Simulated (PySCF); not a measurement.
Mg(Cl)(Me) (CH3ClMg), SMILES [Mg]([Cl])[CH3]. Atoms are numbered in the order given.

```xyz
6

Mg     0.0000     0.0000     0.4635
Cl     0.0000     0.0000    -1.7436
C      0.0000     0.0000     2.5427
H      0.8883     0.5129     2.9409
H      0.0000    -1.0258     2.9409
H     -0.8883     0.5129     2.9409
```
Charge 0, spin multiplicity 1.

Geometry: PBE-D3(BJ)/def2-TZVP.

These are B3LYP/pcJ-1 (PySCF) values and carry that method's errors.

Isotropic couplings with Fermi-contact, spin-dipole and both spin-orbit terms, one fixed conformer, no vibrational averaging. Isotopes: 13C, 1H.

Computed spin–spin coupling constants:
```csv
pair,bonds apart,J (Hz)
C3–H4,1,132.3
C3–H5,1,132.3
C3–H6,1,132.3
H4–H5,2,-13.5
H4–H6,2,-13.5
H5–H6,2,-13.5
```
